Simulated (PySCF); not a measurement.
A geometry optimisation, step by step.

Ge(CF3)2H2, C2H2F6Ge.
Bonds: Ge1–C2, Ge1–C6, C2–F3, C2–F4, C2–F5, C6–F7, C6–F8, C6–F9. Hydrogens: H10, H11 on Ge1.

Method: PySCF, PBE0-D3(BJ)/def2-SVP geometry optimisation, gas phase; density fitting, grid level 1; the optimiser is geomeTRIC in internal coordinates, started from a GFN2-xTB structure with every atom displaced at random (about 0.03 Å). 7 of its 12 geometries are shown. The frame can shift and turn from step to step; on so coarse a grid that alone can change the energy by a few meV, and forces under 0.02 eV/Å are noise.

Step 0: E = -74879.5389 eV, largest atomic force 3.476 eV/Å
```
atom  x, y, z in Å  |  force x, y, z in eV/Å
Ge1    -0.663   -0.067   -0.502   -0.953   2.243   0.592
C2     -0.690   -0.030    1.493    0.822   0.848   0.763
F3     -1.962    0.117    1.995    2.003   0.098  -0.428
F4      0.177    0.981    1.985   -2.171  -1.717  -0.714
F5     -0.188   -1.189    1.939   -0.394   0.376   0.258
C6      1.181    0.025   -1.139    2.511  -0.218   2.394
F7      1.892   -1.062   -0.678   -0.706   0.659  -0.080
F8      1.896    1.118   -0.735   -1.003  -0.644   0.131
F9      1.271    0.002   -2.412   -0.276  -0.112  -2.693
H10    -1.395    1.266   -0.941    0.413  -0.646   0.107
H11    -1.421   -1.247   -0.975   -0.248  -0.886  -0.330
```

Step 2: E = -74879.9848 eV, largest atomic force 0.542 eV/Å
```
atom  x, y, z in Å  |  force x, y, z in eV/Å
Ge1    -0.689   -0.001   -0.496   -0.091  -0.120  -0.159
C2     -0.668   -0.043    1.494    0.151   0.085  -0.170
F3     -1.898    0.120    1.981   -0.229  -0.061   0.090
F4      0.086    0.951    1.972    0.112   0.029   0.113
F5     -0.186   -1.193    1.968    0.004  -0.010   0.043
C6      1.207    0.016   -1.126    0.092  -0.220   0.486
F7      1.872   -1.052   -0.655   -0.091   0.075  -0.049
F8      1.852    1.103   -0.697    0.011   0.122   0.023
F9      1.294   -0.010   -2.450   -0.046  -0.007  -0.383
H10    -1.378    1.285   -0.949    0.005   0.049  -0.008
H11    -1.396   -1.262   -1.012    0.080   0.060   0.012
```

Step 4: E = -74879.9935 eV, largest atomic force 0.025 eV/Å
```
atom  x, y, z in Å  |  force x, y, z in eV/Å
Ge1    -0.689    0.010   -0.507    0.009   0.001   0.006
C2     -0.676   -0.038    1.488   -0.022  -0.006  -0.008
F3     -1.919    0.094    1.969    0.017  -0.002  -0.004
F4      0.065    0.951    1.998   -0.021   0.005   0.002
F5     -0.186   -1.192    1.951    0.004  -0.001  -0.014
C6      1.214    0.012   -1.106   -0.008   0.019   0.012
F7      1.871   -1.050   -0.631    0.016  -0.011   0.016
F8      1.857    1.107   -0.691    0.012   0.003  -0.004
F9      1.297   -0.025   -2.441   -0.009  -0.002  -0.006
H10    -1.366    1.301   -0.970    0.014   0.004   0.002
H11    -1.369   -1.255   -1.030   -0.012  -0.010  -0.002
```

Step 6: E = -74879.9950 eV, largest atomic force 0.139 eV/Å
```
atom  x, y, z in Å  |  force x, y, z in eV/Å
Ge1    -0.677    0.021   -0.518    0.027   0.007   0.020
C2     -0.709   -0.047    1.474   -0.053  -0.011   0.060
F3     -1.965    0.043    1.931    0.024  -0.022  -0.027
F4     -0.011    0.952    2.021    0.004   0.001  -0.027
F5     -0.197   -1.196    1.925    0.008   0.008   0.009
C6      1.237    0.019   -1.078    0.027   0.040  -0.130
F7      1.891   -1.034   -0.583    0.002  -0.015   0.011
F8      1.880    1.120   -0.677   -0.039  -0.025  -0.010
F9      1.326   -0.038   -2.416    0.017  -0.001   0.111
H10    -1.333    1.318   -0.990   -0.007   0.006  -0.006
H11    -1.345   -1.244   -1.057   -0.010   0.012  -0.011
```

Step 7: E = -74879.9955 eV, largest atomic force 0.169 eV/Å
```
atom  x, y, z in Å  |  force x, y, z in eV/Å
Ge1    -0.662    0.032   -0.530    0.021   0.010   0.022
C2     -0.746   -0.061    1.458   -0.028  -0.019   0.059
F3     -2.015   -0.023    1.884    0.010  -0.023  -0.020
F4     -0.100    0.953    2.039    0.017  -0.006  -0.031
F5     -0.204   -1.199    1.904    0.003   0.021   0.025
C6      1.263    0.030   -1.049    0.025   0.006  -0.167
F7      1.912   -1.015   -0.529   -0.008  -0.001   0.000
F8      1.899    1.138   -0.657   -0.045  -0.018  -0.004
F9      1.370   -0.047   -2.386    0.033   0.003   0.140
H10    -1.300    1.336   -1.009   -0.020   0.004  -0.006
H11    -1.319   -1.229   -1.093   -0.006   0.022  -0.018
```

Step 9: E = -74879.9972 eV, largest atomic force 0.064 eV/Å
```
atom  x, y, z in Å  |  force x, y, z in eV/Å
Ge1    -0.657    0.031   -0.542   -0.019  -0.008  -0.011
C2     -0.763   -0.080    1.447    0.054  -0.010  -0.029
F3     -2.035   -0.079    1.858   -0.020   0.000   0.012
F4     -0.149    0.956    2.026   -0.005   0.002   0.012
F5     -0.191   -1.198    1.905   -0.008   0.013   0.003
C6      1.275    0.042   -1.035   -0.019  -0.045   0.041
F7      1.919   -0.996   -0.492   -0.006   0.017  -0.004
F8      1.886    1.157   -0.626    0.015   0.029   0.008
F9      1.424   -0.039   -2.362    0.005   0.001  -0.039
H10    -1.299    1.338   -1.010   -0.001   0.000   0.009
H11    -1.313   -1.216   -1.138    0.005   0.002  -0.002
```

Step 11: E = -74879.9973 eV, largest atomic force 0.022 eV/Å
```
atom  x, y, z in Å  |  force x, y, z in eV/Å
Ge1    -0.666    0.027   -0.540    0.003  -0.001   0.000
C2     -0.746   -0.082    1.449   -0.013   0.000   0.004
F3     -2.016   -0.079    1.873    0.009  -0.002   0.001
F4     -0.128    0.955    2.021   -0.001  -0.003  -0.002
F5     -0.171   -1.198    1.905    0.004   0.000  -0.001
C6      1.265    0.044   -1.042    0.000   0.021  -0.005
F7      1.912   -0.992   -0.502    0.005  -0.003   0.001
F8      1.873    1.161   -0.631   -0.004  -0.011  -0.008
F9      1.412   -0.033   -2.370   -0.001   0.000   0.008
H10    -1.317    1.333   -0.998    0.001   0.002   0.000
H11    -1.319   -1.221   -1.134   -0.003  -0.003   0.002
```

Question: Summarise the path.

Answer: The energy falls by 44.23 kJ/mol from step 0 to step 11; nine tenths of that is first reached at step 2. It falls at every step. The largest force goes from 3.476 to 0.022 eV/Å. Among the bonds C2–F4 changes most, from 1.420 to 1.336 Å; the atoms move by 0.099 Å rms after alignment.

The cost below is that of the whole optimisation. Hardware: an Arm Neoverse V2 with one thread, shared host with 192 logical CPUs at a one-minute load of 125. Cost: 2.5 min of wall time, 0.58 GiB resident at most.
